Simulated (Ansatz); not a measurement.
CSSe, SMILES `S=C=[Se]`. Charge 0, multiplicity 1. The structure was optimised at the PBE0-D4/def2-TZVP level.

```xyz
3

S     1.078    1.096   -0.419
C     0.033    0.034   -0.013
Se   -1.112   -1.130    0.432
```

(1) What is the dipole moment at PBE/def2-TZVPP? (Estimate.)

(2) And with r2SCAN, B3LYP, ωB97M-V? (Estimate.)

(3) Give the Mulliken charges with PBE, ωB97M-V, B3LYP in def2-TZVPP. (Estimate.)

Results:

(1) Ansatz gave: 0.05 D, with components (-0.04, -0.04, 0.01) D in this frame, pointing from negative to positive charge.

(2) Ansatz gave: r2SCAN 0.00 D, B3LYP 0.02 D, ωB97M-V 0.18 D.

(3) Computed: 
```csv
atom,PBE,ωB97M-V,B3LYP
S1,-0.06,-0.04,-0.06
C2,0.01,-0.01,0.02
Se3,0.05,0.05,0.04
```

B3LYP here is the variant with VWN-RPA as its local correlation; programs differ in this.
